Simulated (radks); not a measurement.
Values are calculated unless marked as measured or tabulated.
Q: The mean radii <r> (bohr) of the occupied orbitals of an atom or ion are listed with their occupations. Level of theory: scalar-relativistic Kohn-Sham, PBEsol, spin-polarised, spherical densities, finite nucleus; Fermi nuclear charge, rms radius of each element as measured or else 0.836 A^(1/3) + 0.57 fm (a radial shooting solver on a logarithmic mesh with Libxc functionals).

orbital  occ.      <r>
1s up       1  0.06095
1s down     1  0.06094
2s up       1   0.2797
2s down     1   0.2791
2p up       3   0.2472
2p down     3   0.2467
3s up       1   0.8195
3s down     1   0.8240
3p up       3   0.8487
3p down     2   0.8556
3d up       3   0.9022
4f up       1    3.323

Name the element and its charge. Open shells, if any, are filled with parallel spins first.

A: Z = 25, manganese, charge +4: Mn4+ in [Ne] 3s2 3p5 3d3 4f1. The 1s radius gives Z: for a bare nucleus <r> = (2 gamma + 1)/(2Z) with gamma = sqrt(1 - (Z/c)^2), 0.05933 bohr for Z = 25, and screening makes it slightly larger (0.06095 here). The occupations add up to 21, and the charge is Z minus that.
